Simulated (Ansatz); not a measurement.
Consider the cleavage of the Si–Si bond: `[SiH3][SiH2][SiH2][SiH3]` + `CO[SiH](O)F` → `CO[SiH](F)O[SiH3]` + `[SiH3][SiH2][SiH3]`.

Computed with Ansatz on PBE0-D4/def2-TZVP structures; ΔE is electronic, products minus reactants. CCSD(T)/CBS is the MP2 limit (def2-TZVPP, def2-QZVPP) plus CCSD(T) − MP2 in def2-TZVPP, frozen cores. DFT in def2-TZVPP. B3LYP here is the variant with VWN-RPA as its local correlation; programs differ in this. Each species was taken in one conformer, which may not be the lowest.

`[SiH3][SiH2][SiH2][SiH3]`:

```xyz
14

Si   -1.041    2.032    0.631
Si    0.777    0.691    1.236
Si    0.453   -1.486    0.445
Si    0.133   -1.446   -1.871
H    -0.895    3.413    1.167
H    -1.138    2.103   -0.852
H    -2.301    1.445    1.159
H     2.021    1.248    0.634
H     0.936    0.692    2.718
H    -0.754   -2.067    1.098
H     1.623   -2.345    0.781
H    -0.016   -2.821   -2.419
H    -1.092   -0.667   -2.194
H     1.296   -0.792   -2.531
```

`CO[SiH](O)F`:

Z-matrix (Å, degrees):
```
C
O 1 1.412
H 1 1.091 2 108.1
H 1 1.095 2 111.2 3 -119.0
H 1 1.094 2 111.3 3 119.4
Si 2 1.623 1 125.5 3 -176.0
F 6 1.595 2 107.9 1 49.5
O 6 1.619 2 108.8 1 170.5
H 6 1.471 2 114.0 1 -68.9
H 8 0.958 6 118.6 2 -39.6
```

`CO[SiH](F)O[SiH3]`:

Z-matrix (Å, degrees):
```
C
O 1 1.412
H 1 1.090 2 108.1
H 1 1.094 2 111.1 3 119.3
H 1 1.095 2 111.4 3 -119.1
Si 2 1.621 1 125.6 3 175.7
O 6 1.608 2 107.9 1 175.4
F 6 1.592 2 109.3 1 56.3
H 6 1.472 2 112.8 1 -62.2
Si 7 1.644 6 144.6 2 -22.3
H 10 1.482 7 107.5 6 -167.0
H 10 1.484 7 109.8 6 73.6
H 10 1.484 7 110.3 6 -47.3
```

`[SiH3][SiH2][SiH3]`:

Cartesian coordinates in Å:
```
Si 1.381 1.279 0.514
Si 0.137 -0.034 -0.968
Si -1.482 -1.255 0.196
H 2.419 2.067 -0.204
H 2.052 0.408 1.517
H 0.480 2.220 1.232
H 1.045 -0.969 -1.691
H -0.525 0.841 -1.977
H -2.397 -0.324 0.911
H -0.824 -2.135 1.199
H -2.287 -2.100 -0.727
```

CCSD(T)/CBS gives -94.9 kJ/mol.

Task: Another level gave -99.5 kJ/mol. Which?
A. PBE0/def2-TZVPP
B. B3LYP/def2-TZVPP
C. r2SCAN/def2-TZVPP
D. SCS-MP2/def2-TZVPP

Result: B. B3LYP -99.5, r2SCAN -88.5, SCS-MP2/def2-TZVPP -107.7, PBE0 -78.3 kJ/mol.

Largest T1 diagnostic among the species: 0.014.

In def2-TZVPP, CCSD(T) changes the Hartree–Fock value by +32.3 kJ/mol (the triples alone add +4.8 kJ/mol) and MP2 by +27.1 kJ/mol. From PBE to PBE0 (25 % exact exchange), in def2-TZVPP and without D4, ΔE moves by −8.2 kJ/mol.
